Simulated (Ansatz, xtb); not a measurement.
## Relative energy of two isomers of C6H6ClNS

Structure I: `Nc1cc(S)ccc1Cl`, a singlet. Structure II: `Nc1ccc(Cl)c(S)c1`, a singlet. Both are isolated molecules in the gas phase, relaxed with B3LYP-D3(BJ)/def2-SVP; the shapes shown needn't be the lowest conformers.

I (Å):

```xyz
15

C    -0.5931    0.2949    0.8883
C     0.8012    0.4820    0.9679
C     1.6887   -0.5952    0.8904
C     1.1952   -1.9008    0.7329
C    -0.1814   -2.1040    0.6590
C    -1.0625   -1.0288    0.7357
Cl   -2.7947   -1.3103    0.6538
N    -1.4596    1.3639    0.9177
S     3.4530   -0.3933    0.9895
H    -2.4329    1.1504    1.1008
H    -1.1213    2.2257    1.3256
H     1.1805    1.5001    1.0865
H     3.4577    0.9551    1.0757
H     1.8779   -2.7498    0.6694
H    -0.5863   -3.1105    0.5420
```

II (Å):

```xyz
15

C    -0.4676    0.3429    0.1727
C     0.4711    1.1350    0.8645
C     1.3493    0.5485    1.7681
C     1.3218   -0.8274    2.0089
C     0.3951   -1.6416    1.3309
C    -0.4856   -1.0394    0.4204
Cl    2.4634   -1.4962    3.1632
N    -1.3814    0.9191   -0.6935
S     0.2558   -3.3964    1.5408
H    -1.8173    0.3055   -1.3713
H    -1.1387    1.8274   -1.0702
H     0.5064    2.2136    0.6943
H     2.0766    1.1613    2.3030
H     1.2498   -3.5106    2.4484
H    -1.2090   -1.6673   -0.1064
```

Quicker runs give these differences E(II) − E(I): GFN2-xTB +0.011 eV; HF/STO-3G +0.042 eV (at GFN2-xTB geometries); r2SCAN-D4/def2-SVP +0.033 eV (at GFN2-xTB geometries).

Task: Estimate E(II) − E(I) at the level CCSD(T)/def2-SVP + ΔMP2/def2-TZVPP.

Result: Not settled: CCSD(T)/def2-SVP + ΔMP2/def2-TZVPP gives E(II) − E(I) = +0.044 eV, but this leans on the basis-set step: CCSD(T) alone gives +0.035 eV.

The same difference at several levels:

```tsv
level	geometry	E(II) − E(I) (eV)	departure from the last row (eV)	job, with rough time for the two
GFN2-xTB	GFN2-xTB	+0.011	−0.033	optimisation, 0.27 s
HF/STO-3G	GFN2-xTB	+0.042	−0.001	single point, 0.64 s
r2SCAN-D4/def2-SVP	GFN2-xTB	+0.033	−0.011	single point, 6.6 s
B3LYP-D3(BJ)/def2-SVP	B3LYP-D3(BJ)/def2-SVP	+0.029	−0.015	optimisation, 52 s
HF/def2-SVP	B3LYP-D3(BJ)/def2-SVP	+0.067	+0.023	part of the CCSD(T) run
MP2/def2-SVP	B3LYP-D3(BJ)/def2-SVP	+0.026	−0.018	part of the CCSD(T) run
CCSD(T)/def2-SVP	B3LYP-D3(BJ)/def2-SVP	+0.035	−0.009	single point
CCSD(T)/def2-SVP + ΔMP2/def2-TZVPP	B3LYP-D3(BJ)/def2-SVP	+0.044		single point, 3 min
```

As drawn, both hold the same kinds of bond in the same numbers.

GFN2-xTB finds them nearly level. The largest departure from CCSD(T)/def2-SVP + ΔMP2/def2-TZVPP is that of GFN2-xTB, 0.033 eV. The last row adds to CCSD(T) the change of the MP2 difference between the two basis sets, here +0.009 eV.

With thermal terms from frequencies at re-optimised GFN2-xTB minima (ideal gas, soft modes damped towards free rotors, one conformer each, 298.15 K, 1 atm): on the last row, ΔE + ΔZPE = +0.047, ΔH = +0.045, ΔG = +0.051 eV.

The correlated steps freeze 17 core orbitals. Programs: Ansatz 0.2.0, xtb 6.7.1; the last row on 4 threads of Arm Neoverse V1 on a shared host.
